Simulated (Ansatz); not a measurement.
`[AlH2][Br]` + `[CH3]`• → `[AlH][Br]`• + CH₄  (hydrogen abstraction from the Al–H bond)

Calculated with Ansatz (gas phase, PBE0-D4/def2-TZVP geometries, no zero-point term in ΔE). CCSD(T)/CBS is the MP2 limit (def2-TZVPP, def2-QZVPP) plus CCSD(T) − MP2 in def2-TZVPP, frozen cores. This one scheme is used for every species. Functionals use def2-TZVPP. No spin–orbit coupling; open shells (•) take unrestricted orbitals. For Br outer-core shells are correlated without core-valence functions, which leaves a few kJ/mol of doubt a bond. Scalar relativity is left out up to krypton.

```json
{"level": "CAM-B3LYP-D4", "ΔE (eV)": "-1.09"}
{"level": "PBE-QIDH", "ΔE (eV)": "-1.14"}
{"level": "r2SCANh", "ΔE (eV)": "-1.09"}
{"level": "MP2/def2-TZVPP", "ΔE (eV)": "-1.17"}
```

(1) What does CCSD(T)/CBS give? (Estimate.)

Largest T1 diagnostic among the species: 0.011.

Answers

(1) Ansatz gave: -1.07 eV. The listed levels differ from it by -0.02, -0.07, -0.02, -0.10 eV.

From PBE to PBE0 (25 % exact exchange), in def2-TZVPP and without D4, ΔE moves by +0.09 eV. Leaving LDA and LC-ωPBE aside and taking each functional with its dispersion term where it has one, the values, not all of them listed here, spread over 0.28 eV, from PBE-D4 to BHLYP-D4. LDA lies −0.21 eV from PBE without D4.
